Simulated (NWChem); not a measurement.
Molecule: C2H6F2Si; SMILES C(F)(F)(C)[SiH3]

```xyz
11

C     -1.3391    -1.0979     0.0000
C      0.0000    -0.4115     0.0000
F      0.7075    -0.8277     1.0972
F      0.7075    -0.8277    -1.0972
Si     0.0005     1.5191     0.0000
H     -1.1771    -2.1866     0.0000
H     -1.9140    -0.8216     0.8948
H     -1.9140    -0.8216    -0.8948
H      1.4140     1.9870     0.0000
H     -0.7091     2.0027     1.2207
H     -0.7091     2.0027    -1.2207
```
Atoms are numbered in this order, from 1.

Computed with NWChem. Structure relaxed at the PBE0/def2-SVP level. Level: PBE0/def2-SVP with SMD (1 M gas to 1 M solution), gas-phase geometry. Reactions with the solvent are ignored.

Predict the results for solvent toluene. Quantities: solvation free energy (kcal/mol); cavity-dispersion-structure term (kcal/mol); dipole in solution (D).


| Quantity | Value |
|---|---|
| solvation free energy (kcal/mol) | -2.0 |
| cavity-dispersion-structure term (kcal/mol) | -0.2 |
| dipole in solution (D) | 2.21 |
